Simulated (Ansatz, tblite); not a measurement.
Forces on (BeSe)4 cube (Be₄Se₄) at its PBE0-D4/def2-SVP geometry. The state is a singlet with charge 0.

The xTB rows come from tblite.

GFN1-xTB (tblite), largest force 0.74 eV/Å:

```xyz
8
positions Å, forces eV/Å
Be   -1.174   -0.458    0.741   -0.591   -0.230    0.373
Be    1.174   -0.051    0.869    0.591   -0.025    0.437
Be   -0.214    1.374   -0.451   -0.107    0.691   -0.227
Be    0.213   -0.865   -1.158    0.107   -0.436   -0.583
Se    0.320   -2.058    0.676    0.034   -0.221    0.073
Se   -0.320    1.297    1.736   -0.034    0.139    0.187
Se   -1.760    0.076   -1.302   -0.189    0.008   -0.140
Se    1.759    0.686   -1.110    0.189    0.074   -0.119
```

GFN2-xTB (tblite), largest force 0.33 eV/Å:

```
Be -0.140 -0.055 0.088
Be 0.140 -0.006 0.104
Be -0.025 0.164 -0.054
Be 0.025 -0.103 -0.138
Se 0.049 -0.314 0.103
Se -0.049 0.198 0.265
Se -0.268 0.012 -0.198
Se 0.268 0.105 -0.169
```

PBE-D4/def2-TZVP (Ansatz), largest force 0.33 eV/Å:

```
Be 0.266 0.104 -0.168
Be -0.266 0.012 -0.197
Be 0.048 -0.312 0.102
Be -0.048 0.196 0.263
Se 0.014 -0.090 0.030
Se -0.014 0.057 0.076
Se -0.077 0.003 -0.057
Se 0.077 0.030 -0.049
```
